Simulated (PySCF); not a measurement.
**Dipole response of Sb²⁺ (antimony, charge +2)**

[Kr] 4d10 5s2 5p1, 2P determinant. Computed with PySCF 2.14 in x2c-TZVPPall with one added diffuse shell each of s, p, d, f type (9s7p5d3f, 76 functions), with the spin-free X2C one-electron Hamiltonian (Gaussian nucleus). Coupled (time-dependent) response in atomic units; α is the mean over directions.

| method | mean α (bohr³) | α xx, yy, zz | C₆ (like pair) | S(−4) |
| --- | --- | --- | --- | --- |
| UHF | 17.03 | 16.98, 17.14, 16.98 | 109.4 | 88.27 |
| PBE | 15.65 | 15.30, 16.36, 15.30 | 98.38 | 72.88 |
| PBE0 | 15.89 | 15.65, 16.38, 15.65 | 100.3 | 75.12 |
| wB97X-V | 16.02 | 15.85, 16.35, 15.85 | 101.3 | 76.72 |

S(−4) is the Cauchy moment in α(ω) = α(0) + S(−4) ω² + …

Spin-orbit coupling is absent.

α(iu) at wB97X-V:

```tsv
u (hartree)	α(iu) (bohr³)
0	16.02
0.0500	15.83
0.100	15.29
0.200	13.50
0.300	11.39
0.500	7.882
0.750	5.281
1.00	3.860
1.50	2.456
2.00	1.772
3.00	1.087
5.00	0.5360
```

For an ion, C₆ is the dispersion term alone; charge-induced terms of lower order in 1/R come first.

The components differ because the open shell of this determinant is not spherical; for a pure term their mean is the scalar polarisability.
